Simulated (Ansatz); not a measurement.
CH3F2Ga can be A, `F[CH2][GaH][F]`, or B, `F[CH](F)[GaH2]`.

Gas-phase electronic energies from Ansatz, PBE0-D4/def2-TZVP geometries. CBS: MP2 limit from def2 TZ/QZ plus the TZ coupled-cluster correction, frozen cores. DFT in def2-TZVPP. B3LYP here is the variant with VWN-RPA as its local correlation; programs differ in this. For Ga outer-core shells are correlated without core-valence functions, which leaves a few kJ/mol of doubt a bond. Scalar relativity is left out up to krypton. Each species was taken in one conformer, which may not be the lowest.

A:

```xyz
7

F    -1.782    0.467   -0.620
C    -0.643    0.628    0.158
Ga    0.703   -0.769   -0.240
F     2.152   -0.569    0.745
H    -0.934    0.592    1.213
H    -0.230    1.624   -0.032
H     0.733   -1.972   -1.223
```

B:

```xyz
7

F     0.458    0.438   -1.700
C    -0.086   -0.417   -0.770
F     0.687   -1.547   -0.762
Ga   -0.020    0.511    1.028
H    -1.070   -0.709   -1.152
H    -1.350    1.053    1.656
H     1.381    0.672    1.701
```

Q: Which is lower in electronic energy at CCSD(T)/CBS, and by how much? (An estimate is asked.)

A: Computed: A, by 40.3 kcal/mol.

Q: Give E(B) − E(A) in kcal/mol with PBE0-D4, B3LYP-D4, BLYP-D4, CCSD/def2-TZVPP, MP2/def2-TZVPP, CCSD(T)/def2-SVP, HF/def2-TZVPP. (An estimate is asked.)

A: Computed: PBE0-D4 37.7, B3LYP-D4 38.7, BLYP-D4 38.3, CCSD/def2-TZVPP 39.7, MP2/def2-TZVPP 42.0, CCSD(T)/def2-SVP 37.7, HF/def2-TZVPP 39.2. None reverses the order clearly.

Q: Does the order hold for the free energy at 298.15 K (harmonic terms from PBE0-D4)? (Estimate.)

A: Ansatz gave: Yes: G(B) − G(A) = +37.9 kcal/mol, for one conformer each. Modes under 60 cm⁻¹, often nearly free rotors, make the harmonic entropy too high.

Largest T1 diagnostic: 0.013.

At CCSD(T), def2-SVP lies −2.6 kcal/mol from the extrapolated value and def2-TZVPP −0.7 kcal/mol. From BLYP to BHLYP (50 % exact exchange), in def2-TZVPP and without D4, E(B) − E(A) moves by +0.8 kcal/mol.
